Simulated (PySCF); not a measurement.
C4H4ClF, SMILES CC(Cl)=C=CF. Heavy atoms are numbered as in [CH3:1][C:2]([Cl:3])=[C:4]=[CH:5][F:6]. Hydrogens are named by the atom that carries them.

Coordinates come from a B3LYP-D3(BJ)/def2-SVP optimisation. The structure was generated by enumeration, and PubChem lists no compound with its InChIKey, so it may never have been made.

These are PBE/pcSseg-1 (PySCF) values and carry that method's errors.

GIAO shieldings, no solvent; atoms alike by connectivity are averaged. δ = σ(ref) − σ: ¹³C against TMS (σ = 182.0 ppm); ³⁵Cl against HCl (σ = 936.5 ppm); ¹⁹F against CFCl3 (σ = 133.6 ppm); ¹H against TMS (σ = 31.49 ppm), references at their B3LYP-D3(BJ)/def2-TZVP geometries, non-relativistic (without spin–orbit terms, shifts of atoms bonded to Cl or Br come out too high).

Computed chemical shifts:
```
nucleus     atoms  count  δ (ppm)
-------  --------  -----  -------
¹³C            C4      1    200.2
¹³C       C5 (CH)      1    139.0
¹³C            C2      1    129.8
¹³C      C1 (CH3)      1     32.1
³⁵Cl          Cl3      1    342.9
¹⁹F            F6      1   -151.0
¹H        H on C5      1     7.61
¹H        H on C1      3     2.52
```
